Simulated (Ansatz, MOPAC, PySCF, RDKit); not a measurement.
Torsion H3–C1–O2–H6 in CH4O (SMILES CO); at each angle all else is relaxed with GFN2-xTB, and the levels are single points there.
Geometry at 60° (charge 0, multiplicity 1):
```xyz
6

C     -0.37923    -0.03629     0.00139
O      0.91067    -0.44471    -0.38224
H     -0.51986    -0.10183     1.08573
H     -1.15568    -0.62928    -0.49442
H     -0.47913     1.00303    -0.30576
H      1.04451    -1.35876    -0.11085
```

On the grid 0° to 120°, 120° is the highest and 60° the lowest point at CCSD(T)/CBS(cc-pVTZ, cc-pVQZ).

Cores are frozen in the correlated methods. CBS(a, b) extrapolates the correlation energy as X⁻³ and adds the Hartree–Fock energy of set b. Rows in 6-31G* carry no dispersion term and start afresh at each structure (6-31G* with six Cartesian d functions). The state reached by PM6 isn't checked.

The values were computed with Ansatz (Gaussian basis) for Hartree–Fock, density functionals and correlated methods; MOPAC for PM6 (differences of heats of formation); PySCF for 6-31G* rows, the dispersion terms; RDKit for the force fields. Values without a source in brackets are computed.

```csv
level,energy at 120° less that at 60° (kcal/mol)
UFF,0.87
PM6,0.65
PBE-D3(BJ)/def2-TZVPP,0.99
B3LYP/6-31G*,1.40
PBE0/def2-TZVPP,1.03
"MP2/CBS(cc-pVTZ, cc-pVQZ)",1.01
CCSD(T)/cc-pVDZ,…
CCSD(T)/cc-pVQZ,1.01
"CCSD(T)/CBS(cc-pVTZ, cc-pVQZ)",0.99
```

Question: Fill in the missing entries.

Answer: 
- CCSD(T)/cc-pVDZ, energy at 120° less that at 60° (kcal/mol): 1.47

Ansatz is a quantum-chemistry and plane-wave program.
